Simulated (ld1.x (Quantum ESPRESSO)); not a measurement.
# N: excitation energies, all-electron against TM

| Property | Result |
| --- | --- |
| Element | nitrogen |
| Generator | ld1.x (Quantum ESPRESSO) 7.5 |
| Type | norm-conserving Troullier–Martins (Kleinman–Bylander form) |
| Functional | PBE |
| Relativity | scalar-relativistic |
| Frozen core | [He] |
| Valence charge | 5 |
| Reference configuration | 2s2 2p3 |
| Partial waves | 2p (bound): rc 1.40 bohr; 3d channel at 0.3 Ry: rc 1.20 bohr; 2s (bound): rc 1.05 bohr |
| Local potential | the s channel |
| Core correction | none |

Energies are relative to the spin-unpolarised reference configuration 2s2 2p3; without spin polarisation the order of configurations can differ from experiment.

```tsv
valence configuration	charge	ΔE all-electron (eV)	error AE − PS (meV)
2s2 2p2	+1	13.591	+9.7
2s2 2p1	+2	42.445	+112
2s2 2p0	+3	89.528	+570
2s2 2p3.3	-0.3	-1.619	+0.2
2s1 2p4	0	11.508	+9.6
```

(1) What are ΔE and the potential's error for 2s1 2p3?

(2) What are ΔE and the potential's error for 2s0 2p5?

Levels in the configuration 2s1 2p3:

```csv
level,all-electron (eV),pseudo (eV)
2s,-32.575,-32.602
2p,-20.787,-20.810
```

Results:

(1) ΔE = 25.372 eV all-electron; the error (AE − PS) is -10 meV.

(2) ΔE = 23.041 eV all-electron; the error (AE − PS) is +35 meV.
